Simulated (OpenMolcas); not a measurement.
A calculation on Kr IV.

```yaml
Program: OpenMolcas
Method: RASSCF
Basis: ANO-RCC-VTZP [6s5p3d1f]
Scalar_Hamiltonian: DKH2, point nucleus
Active_space: 5 electrons in 9 orbitals (RAS2 4s 4p; RAS3 4d, at most 2 electrons)
State_averaging: 2S+1 = 4 odd, 1 root; 2S+1 = 2 odd, 11 roots; 2S+1 = 4 even, 3 roots; 2S+1 = 2 even, 9 roots
Spin-orbit_coupling: RASSI with atomic mean-field integrals over the reference wave functions, term energies averaged over their components
```

**Question.** Which level of the active space comes out lowest?

**Answer.** 4s² 4p³ ⁴S°_3/2, with 99 % of that term; it is also the measured ground level.

**Question.** How high does 4s 4p⁴ ⁴P_5/2 lie?

**Answer.** 14.5577 eV above the lowest level; measured 14.7245 eV above the ground level, so the calculation is off by -1 %.

**Question.** How high does 4s 4p⁴ ⁴P_3/2 lie?

**Answer.** 14.9687 eV above the lowest level; measured 15.1790 eV above the ground level, so the calculation is off by -1 %.

**Question.** How high does 4s² 4p³ ²D°_5/2 lie?

**Answer.** 2.8440 eV above the lowest level; measured 2.3185 eV above the ground level, so the calculation is off by +23 %.

**Question.** The level at 4.6280 eV has J = 3/2. What is it made of, and what is its g factor?

**Answer.** 90 % 4s² 4p³ ²P°_3/2, 9 % 4s² 4p³ ²D°; g = 1.295, against 1.334 from Landé's formula for the pure leading term.

Measured values: Saloman, J. Phys. Chem. Ref. Data 36, 215 (2007).

The run also gave levels led by 4s² 4p² 4d, which use shells meant for correlation; these and all levels above them are left out. Some terms mix strongly with configurations of 4d, whose occupation reaches 0.27 (4s 4p⁴ ²D). Measured partners are found by configuration, term and J. A level has none where our copy of the source lacks it or the pairing is in doubt (some pairs that miss far off the trend of their configuration count as doubtful), and it then counts in no deviation. Levels of configurations outside the active space are missing.

° marks odd parity.
